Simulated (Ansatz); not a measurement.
Computed with Ansatz on PBE0-D4/def2-TZVP structures; ΔE is electronic, products minus reactants. CCSD(T)/CBS adds triple-zeta CCSD(T) − MP2 to the extrapolated MP2 energy (def2 sets, frozen cores). This one scheme is used for every species. Functionals use def2-TZVPP. One conformer a species, not always the lowest.

`BB(F)OC` + CH₃OH → `COB(F)OC` + BH₃  (cleavage of the B–B bond)

CCSD(T)/CBS gives -35.6 kcal/mol.

**Question.** Another level gave -34.5 kcal/mol. Which?
A. revPBE-D4/def2-TZVPP
B. r2SCAN0/def2-TZVPP
C. BLYP-D4/def2-TZVPP
D. PBE0/def2-TZVPP

**Answer.** C. BLYP-D4 -34.5, r2SCAN0 -36.5, revPBE-D4 -31.9, PBE0 -33.4 kcal/mol.

Largest T1 diagnostic among the species: 0.013.

From BLYP to BHLYP (50 % exact exchange), in def2-TZVPP and without D4, ΔE moves by −4.3 kcal/mol. In def2-TZVPP, CCSD(T) changes the Hartree–Fock value by +4.3 kcal/mol (the triples alone add +0.4 kcal/mol) and MP2 by +3.2 kcal/mol.
